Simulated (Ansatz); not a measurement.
dimethyl telluride (C$_{2}$H$_{6}$Te), singlet, geometry from GFN2-xTB (core potentials on Te); Ansatz (a first-principles code) with R2SCAN/def2-SVP.

Input for Ansatz:
Ansatz 0.2 input:
```yaml
crystal:
  periodic: [false, false, false]
  atoms:
    - {symbol: C, position_ang: [1.51403960, -0.61814695, 0.97361016]}
    - {symbol: Te, position_ang: [0.01637111, 0.19648656, -0.35400888]}
    - {symbol: C, position_ang: [-1.60205503, -0.43829160, 0.92933228]}
    - {symbol: H, position_ang: [1.38011691, -1.68745138, 1.07645886]}
    - {symbol: H, position_ang: [2.48866467, -0.41855255, 0.54994310]}
    - {symbol: H, position_ang: [1.44343271, -0.14926988, 1.94678120]}
    - {symbol: H, position_ang: [-1.59498997, -1.51573359, 1.03418433]}
    - {symbol: H, position_ang: [-2.53486000, -0.12860379, 0.47856174]}
    - {symbol: H, position_ang: [-1.50556944, 0.02094119, 1.90487761]}
basis:
  gaussian:
    orbitals: def2-SVP
hamiltonian:
  xc: r2scan
accuracy: high
```

It wrote (shortened):

```
Functional definition: r2SCAN
2111 factors; integrals over basis functions are off by at most 3.3e-9 eV
mean field evaluation 1: about -9454.2545 eV, gradient 6.3e1 eV
mean field evaluation 2: about -9437.7487 eV, gradient 9.2e1 eV
mean field evaluation 4: about -9464.4936 eV, gradient 2.8e0 eV
mean field evaluation 8: about -9464.5197 eV, gradient 1.1e-1 eV
mean field evaluation 16: about -9464.5197 eV, gradient 9.5e-6 eV
mean field -9464.51972684 eV, -347.8146846795 hartree, gradient 3.7e-9 eV, S^2 0.000000; 0 other end points of the search recorded, 0 dependent functions left out
reference -9464.51972751 eV, -347.8146847041 hartree; 21, 21 occupied and 63, 63 virtual orbitals, 2111 factors
Total energy: -9464.51972751 eV, -347.8146847041 hartree
```
